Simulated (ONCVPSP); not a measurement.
## Transferability test, ONCV potential for silicon

ONCVPSP 4.0.1 input, shortened (lines: element, Z, core and valence counts, functional; n l f; lmax; l rc ep ncon nbas qcut; lloc lpopt rc5 dvloc0; l nproj debl; icmod fcfact rcfact), Wu-Cohen, scalar-relativistic:

```
  Si 14.00    3    2  -118130      upf
    1    0    2.00
    2    0    2.00
    2    1    6.00
    3    0    2.00
    3    1    2.00
    1
    0    1.80    0.00    4    7    4.10
    1    2.10    0.00    4    8    4.00
    4    5    1.20    4.00
    0    1    0.50
    1    2    3.30
    3    4.00    1.40
```

Energies are relative to the spin-unpolarised reference configuration 3s2 3p2; without spin polarisation the order of configurations can differ from experiment.

```tsv
valence configuration	charge	ΔE all-electron (eV)	error AE − PS (meV)
3s2 3p0	+2	23.707	+16
3s1 3p3	0	6.806	-2.7
```

(1) What are ΔE and the potential's error for 3s2 3p1?

(2) What are ΔE and the potential's error for 3s1 3p0?

Answers

(1) ΔE = 7.717 eV all-electron; the error (AE − PS) is +1.8 meV.

(2) ΔE = 57.656 eV all-electron; the error (AE − PS) is -3.5 meV.
